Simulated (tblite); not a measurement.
Compound: C2H9OSi4 (doublet state).
Structure used (GFN2-xTB), in Å, numbered top down from 1:
```xyz
16
C2H9OSi4 angstrom
C      1.561   -0.762    1.956
C      1.493   -1.168    0.697
Si     0.328   -0.405   -0.569
O      0.699   -0.989   -2.064
Si     0.249    1.928   -0.781
Si    -1.986    1.773   -0.102
Si    -1.962   -0.565   -0.045
H      0.943    0.045    2.317
H      2.228   -1.204    2.681
H      2.141   -1.980    0.385
H      0.775   -1.923   -2.240
H      1.067    2.689    0.183
H      0.645    2.526   -2.067
H     -3.093    2.555   -0.693
H     -2.310   -1.116    1.277
H     -2.786   -1.395   -0.947
```

Computed with GFN2-xTB (tblite): harmonic, unscaled wavenumbers at the GFN2-xTB geometry, gas phase. Against measured fundamentals such values can be off by several per cent, at times by over 20. Modes of hydrogen on silicon can be 10 to 20 % off. One conformer, not necessarily the lowest. Open shells enter through the occupations alone, without spin polarisation, and single modes of such species can be off by tens of per cent.

Harmonic wavenumbers (cm⁻¹): 43.3, 46.4, 99.1, 107.8, 156.5, 166.3, 215.6, 243.0, 247.8, 315.8, 320.5, 353.8, 363.7, 375.1, 375.8, 396.3, 426.4, 432.9, 447.1, 508.3, 543.8, 609.0, 704.2, 772.0, 835.5, 841.8, 856.8, 902.6, 1002.2, 1020.4, 1270.5, 1423.6, 1653.8, 2076.2, 2093.1, 2108.4, 2133.2, 2144.6, 2998.5, 3070.1, 3089.7, 3656.4.

A = 1472, B = 926.4, C = 862.4 MHz; mass 160.973 u (most abundant isotopes); point group C1, symmetry number 1; spin multiplicity 2.

Q: What is the zero-point energy?

A: ½Σν̃ = 20724 cm⁻¹ = 59.25 kcal/mol.

Q: Give the ideal-gas entropy at 298.15 K and 1 bar in the rigid-rotor, harmonic-oscillator model (classical rotation).

A: Translation 41.16, rotation 29.99, vibration 41.01, spin (R ln 2) 1.38: S = 113.5 cal/(mol K).

Q: And Cp and H(298.15 K) − H(0)?

A: Cp = 48.26 cal/(mol K), of which vibrations give 40.31 (their classical limit is 42 R = 83.5); H(298.15 K) − H(0) = 8.86 kcal/mol without the zero-point energy, 6.49 from vibrations.

Q: Which modes carry the vibrational entropy at 298.15 K?

A: 43.3 cm⁻¹: 5.10; 46.4 cm⁻¹: 4.97; 99.1 cm⁻¹: 3.47; 107.8 cm⁻¹: 3.31; 156.5 cm⁻¹: 2.59; 166.3 cm⁻¹: 2.48 cal/(mol K); the other 36 give 19.09 together.

Q: What must be added to the electronic energy to get the Gibbs energy at 298.15 K and 1 bar?

A: ZPE + [H(298.15 K) − H(0)] − T·S = 59.25 + 8.86 − 33.85 = 34.26 kcal/mol.

Q: Blend soft modes into free rotors: weight 1/[1 + (100 cm⁻¹/ν̃)⁴] for the oscillator and the rest for a rotor with moment μB/(μ + B), μ = h/(8π²ν), B = 10⁻⁴⁴ kg m². What vibrational entropy results?

A: 37.82 cal/(mol K) in place of 41.01, which changes −T·S at 298.15 K by +0.95 kcal/mol.

Hindered rotation and anharmonicity are outside this model. Other conformers, if any are populated, would add a mixing term that is left out. The structure is chiral; the term R ln 2 for an equal mix with its mirror image is left out.

On one thread of an Arm Neoverse V2, shared host with 96 logical CPUs at a one-minute load of 70, this took 0.72 s wall. The figure is for the frequency step alone.
